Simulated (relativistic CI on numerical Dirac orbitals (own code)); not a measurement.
Hyperfine structure of In²⁰⁺, mass number 113

Method of calculation: Dirac-Coulomb-Breit CI, KLI orbitals optimised for each configuration, model QED (radiative potential, 1s self-energy scaled to tabulated hydrogen-like ionisation energies), unscaled Slater integrals (own radial code, finite nucleus).

CI space (outside the closed core [Ar]): 3d¹⁰4s, 3d¹⁰4p, 3d¹⁰4d, 3d¹⁰4f, 3d¹⁰5s, 3d¹⁰5p, 3d¹⁰5d, 3d¹⁰5f, 3d¹⁰5g, 3d¹⁰6s, 3d⁹4p², 3d¹⁰6p, 3d⁹4s², 3d¹⁰6d, 3d⁸4s4p², 3d¹⁰6f. Levels of other configurations are missing.

Nuclear spin I = 9/2, μ = 5.5208 μN, Q = 0.761 b (tables of Stone and Pyykkö). The electronic factors are computed for point nuclear moments, without core polarisation or the Bohr-Weisskopf and QED corrections.

```
        Level  E (cm⁻¹)  A (GHz)  B (GHz)
 3d¹⁰4s ²S1/2         0    266.3         
3d¹⁰4p ²P°1/2    346340    78.04         
3d¹⁰4p ²P°3/2    429541    12.53     14.9
 3d¹⁰4d ²D3/2    993767    5.626     2.24
 3d¹⁰4d ²D5/2   1009355     2.34        3
3d¹⁰4f ²F°5/2   1599979   0.8773    0.561
3d¹⁰4f ²F°7/2   1601363   0.4847    0.649
 3d¹⁰5s ²S1/2   2032360    116.9
```

Levels with J = 0, under 50 % of one LS term, or S terms without an open s electron are left out. Small factors come from cancelling terms and can be off by tens of per cent or more.

At this charge energies of transitions that change n are usually good to better than 1 %, and those within a shell (Δn = 0) to a few per cent.

Problem. Give the hyperfine levels of 3d¹⁰4s ²S1/2 relative to its centre of gravity.

Solution. With K = F(F + 1) − I(I + 1) − J(J + 1), E = AK/2: F = 4: -732.3, F = 5: 599.2 GHz.

LS names give the leading component of a level, which can be under half, so a name can repeat, a term be missing and a line seem to break the LS rules.
